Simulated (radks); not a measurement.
Problem. Pd IV, 43 electrons, occupied as [Kr] 4d(up 4.625, down 2.375) (fractional occupations, a model configuration). Method: scalar-relativistic Kohn-Sham, BLYP, spin-polarised, spherical densities, point nucleus; computed with a radial shooting solver on a logarithmic mesh with Libxc functionals. Some entries of the table are withheld. Estimate them.

orbital   occ.  eigenvalue (Ry)  <r^2> (bohr^2)
1s down      1        -1779.555        0.001371
1s up        1        -1779.555        0.001371
2s up        1        -262.4603         0.02256
2s down      1        -262.4288         0.02256
2p up        3        -235.6460         0.01777
2p down      3        -235.6220         0.01776
3s up        1        -49.80385          0.1647
3s down      1        -49.78772          0.1647
3p up        3        -40.99533          0.1667
3p down      3        -40.97697          0.1666
3d up        5        -27.00381             (1)
3d down      5        -26.97535             (2)
4s up        1         -9.31387          0.9950
4s down      1         -9.18382          0.9931
4p up        3         -6.76865           1.197
4p down      3         -6.63451           1.197
4d up    4.625         -3.10853             (3)
4d down  2.375         -2.98049             (4)

Solution. 
(1) 3d up <r^2> (bohr^2): 0.1526
(2) 3d down <r^2> (bohr^2): 0.1525
(3) 4d up <r^2> (bohr^2): 2.009
(4) 4d down <r^2> (bohr^2): 2.051
